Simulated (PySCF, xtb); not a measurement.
trigermane (Ge3H8), SMILES [GeH3][GeH2][GeH3].

xtb with GFN2-xTB at its own geometry gives an orbital gap of 5.82 eV and a dipole moment of 0.15 D.

The structure is a stationary point at PBE0-D3(BJ)/def2-SVP.

Question: What does M06-2X/def2-TZVP (PySCF) give? (An estimate is asked for; the answer gives what the named calculation found.)

Answer: gap 9.46 eV (levels -8.72 and 0.74 eV), dipole 0.05 D.
